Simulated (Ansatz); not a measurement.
One geometry of the cluster Zn₁₀O₁₀, several levels of theory.

```yaml
crystal:
  periodic: [false, false, false]
  atoms:
    - {symbol: Zn, position_ang: [-0.207211, 0.592806, 3.033795]}
    - {symbol: Zn, position_ang: [1.063515, -2.398121, -0.181039]}
    - {symbol: Zn, position_ang: [-1.101288, -1.887073, -1.870439]}
    - {symbol: Zn, position_ang: [2.255751, 3.407637, 2.480512]}
    - {symbol: Zn, position_ang: [-1.546596, -0.951083, -4.021962]}
    - {symbol: Zn, position_ang: [-0.591358, -1.900756, 1.910698]}
    - {symbol: Zn, position_ang: [1.516308, 0.369378, 0.965512]}
    - {symbol: Zn, position_ang: [0.616808, 2.987268, 0.712417]}
    - {symbol: Zn, position_ang: [-1.046463, 1.863458, -0.986928]}
    - {symbol: Zn, position_ang: [0.941438, 0.091300, -1.983082]}
    - {symbol: O, position_ang: [-1.439951, -2.231250, -0.007877]}
    - {symbol: O, position_ang: [0.890841, -1.784814, -1.936315]}
    - {symbol: O, position_ang: [-1.049371, 3.322308, 0.036211]}
    - {symbol: O, position_ang: [-0.536246, -3.355106, 0.520908]}
    - {symbol: O, position_ang: [-0.594107, 0.719146, -3.124397]}
    - {symbol: O, position_ang: [-1.252055, -0.806054, 3.232781]}
    - {symbol: O, position_ang: [1.116001, 1.366327, -0.597982]}
    - {symbol: O, position_ang: [-1.429590, 0.266319, -1.920252]}
    - {symbol: O, position_ang: [1.336846, -1.409298, 1.397281]}
    - {symbol: O, position_ang: [1.056728, 1.737598, 2.340157]}
basis:
  gaussian: {orbitals: def2-TZVP, fitting: {mean_field: def2-universal-jkfit}, initial_orbitals: start.molden}
hamiltonian: {xc: pbe0, dispersion: d4}
scf: {omitted_lower_state_checks: [starts]}
output: {orbitals: {seedname: orbitals}}
```

The file start.molden holds the orbitals of an earlier run on this structure, at another level or in another basis.

```sh
$ ansatz run in.yaml --threads 2 --pin off --events-out ev --progress --plain --max-ram 20480MiB --backend cuda --devices 0, --max-vram 18GiB
```

Shortened log:

```
Functional definition: PBE0
  name "PBE0"
  cite "Adamo & Barone, J. Chem. Phys. 110, 6158 (1999) doi:10.1063/1.478522"
  cite "Perdew, Burke & Ernzerhof, Phys. Rev. Lett. 77, 3865 (1996) doi:10.1103/PhysRevLett.77.3865"
  parent pbe
  parameter a = 0.25
  parameter kappa = 0.804
  parameter beta = 0.06672455060314922
  exchange = (1 - a)*pbe_x(kappa = kappa, mu = beta*pi^2/3) + a*exact_x
  correlation = pbe_c(beta = beta)
these checks for a lower state are left out or cut short: starts
3410 factors; integrals over basis functions are off by at most 8.7e-1 eV
mean field evaluation 1: about -504573.6990 eV, gradient 4.0e2 eV
mean field evaluation 2: about -504590.4333 eV, gradient 2.2e1 eV
mean field evaluation 4: about -504592.1244 eV, gradient 1.3e-2 eV
mean field -504592.13217075 eV, -18543.4188324437 hartree, gradient 2.6e-5 eV, S^2 0.000000; 0 other end points of the search recorded, 0 dependent functions left out
reference -504592.13223013 eV, -18543.4188346256 hartree; 190, 190 occupied and 600, 600 virtual orbitals, 3410 factors
Total energy: -504593.43223042 eV, -18543.4666087554 hartree
Checks for a lower state left out: starts
```

It took 8.1 s on 2 threads of AMD EPYC 7R13 on a shared host and a share (18 GiB) of an NVIDIA H100 80GB HBM3, peak host memory 1.1 GiB.

First input, but with `gaussian: {orbitals: def2-SVP, initial_orbitals: start.molden}`, `correlation: {method: mp2, frozen_orbitals: {O: 1, Zn: 9}}` and without the key `hamiltonian` (abridged; 6 s):

```
Functional definition: HF
mean field -504056.33712351 eV, -18523.7287276326 hartree, gradient 2.5e-6 eV, S^2 0.000000; unrestricted orbitals would lower it
mean field evaluation 16: about -504056.3520 eV, gradient 1.2e-1 eV
100 core orbitals not correlated: weight in the atoms' cores, before any rotation towards them, 1.000 or more for the frozen orbitals, at most 0.000 for the correlated occupied ones
second order -134.19114738 eV of doubles, -0.00000000 eV of singles
Total energy: -504190.52827089 eV, -18528.6601613407 hartree
Checks for a lower state left out: starts
```

As the first input, with `gaussian: {orbitals: def2-SVP, fitting: {mean_field: def2-universal-jkfit}, initial_orbitals: start.molden}`, `hamiltonian: {xc: r2scan, dispersion: d4}` (abridged; 4.7 s):

```
Functional definition: r2SCAN
mean field -504576.44841764 eV, -18542.8424651475 hartree, gradient 2.0e-5 eV, S^2 0.000000
Total energy: -504576.84612452 eV, -18542.8570806060 hartree
Checks for a lower state left out: starts
```

The first input with `gaussian: {orbitals: def2-SVP, fitting: {mean_field: def2-universal-jkfit}, initial_orbitals: start.molden}` (abridged; 5 s):

```
Functional definition: PBE0
mean field -504499.12857793 eV, -18540.0010134475 hartree, gradient 4.0e-5 eV, S^2 0.000000
Total energy: -504500.42864333 eV, -18540.0487899698 hartree
Checks for a lower state left out: starts
```

The first input with `hamiltonian: {xc: pbe, dispersion: d4}` (abridged; 4.5 s):

```
Functional definition: PBE
mean field -504589.19388509 eV, -18543.3108524372 hartree, gradient 6.2e-5 eV, S^2 0.000000
Total energy: -504590.66219330 eV, -18543.3648117688 hartree
Checks for a lower state left out: starts
```

First input, but with `gaussian: {orbitals: def2-SVP, initial_orbitals: start.molden}`, `hamiltonian: {xc: pbe}`, `correlation: {method: rpa, frozen_orbitals: {O: 1, Zn: 9}}` and without the key `output` (abridged; 10 s):

```
Functional definition: PBE
mean field -504493.69300197 eV, -18539.8012597155 hartree, gradient 2.4e-6 eV, S^2 0.000000
100 core orbitals not correlated: weight in the atoms' cores, before any rotation towards them, 1.000 or more for the frozen orbitals, at most 0.000 for the correlated occupied ones
Total energy: -504224.15836866 eV, -18529.8960446384 hartree
Checks for a lower state left out: starts
```

The first input with `gaussian: {orbitals: def2-SVP, fitting: {mean_field: def2-universal-jkfit}, initial_orbitals: start.molden}`, `hamiltonian: {xc: {name: r2SCANh}, dispersion: d4}` (abridged; 6.5 s):

```
Functional definition: r2SCANh
mean field -504570.89011831 eV, -18542.6382014148 hartree, gradient 1.2e-5 eV, S^2 0.000000
Total energy: -504571.32814614 eV, -18542.6542986405 hartree
Checks for a lower state left out: starts
```

Geometry: r2SCAN-D4/def2-SVP.

Correlated methods freeze 100 core orbitals. Single mean-field runs in def2-SVP, def2-TZVP are fitted with def2-universal-jkfit. The structure holds 2 bonds between oxygen atoms, so isomers without such links may lie far lower. The restricted singlet is unstable towards broken spin symmetry in Hartree–Fock (as tested in another run); at PBE0-D4/def2-TZVP, r2SCAN-D4/def2-SVP, PBE0-D4/def2-SVP, PBE-D4/def2-TZVP and others this wasn't settled. At MP2/def2-SVP the restricted singlet (for correlated methods, its reference) is unstable: a solution with broken spin symmetry lies lower. Another isomer (singlet) lies 6.05 eV lower at PBE0-D4/def2-TZVP; other spin states weren't run for this one.
